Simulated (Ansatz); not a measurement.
Consider the ligand exchange at a Ge–N bond: `F[SiH](F)[NH][GeH3]` + `BO` → `B[O][GeH3]` + `N[SiH](F)F`.

Gas-phase electronic energies from Ansatz, PBE0-D4/def2-TZVP geometries. CCSD(T)/CBS adds triple-zeta CCSD(T) − MP2 to the extrapolated MP2 energy (def2 sets, frozen cores). This one scheme is used for every species. DFT in def2-TZVPP. B3LYP here is the variant with VWN-RPA as its local correlation; programs differ in this. For Ge outer-core shells are correlated without core-valence functions, which leaves a few kJ/mol of doubt a bond. Scalar relativity is left out up to krypton. One conformer a species, not always the lowest.

```csv
level,ΔE (kJ/mol),difference from CCSD(T)/CBS
B3LYP-D4,-14.2,-3.3
ωB97M-V,-12.9,-2.0
PBE,-14.0,-3.1
PBE0,-12.8,-1.9
MP2/def2-TZVPP,-11.6,-0.7
SCS-MP2/def2-TZVPP,-13.9,-3.0
CCSD/def2-TZVPP,-12.4,-1.5
CCSD(T)/def2-TZVPP,-11.7,-0.8
HF/def2-QZVPP,-20.9,-10.0
MP2/CBS(def2),-10.9,0.0
CCSD(T)/CBS,-10.9,0
```

Largest T1 diagnostic among the species: 0.014.

The D4 term adds +4.4 kJ/mol with B3LYP and +2.6 kJ/mol with PBE0; it sums over pairs of atoms, weighted by their polarisabilities, and B3LYP, whose exchange is more repulsive, gets the larger term. In def2-TZVPP, CCSD(T) changes the Hartree–Fock value by +8.5 kJ/mol (the triples alone add +0.7 kJ/mol) and MP2 by +8.5 kJ/mol.
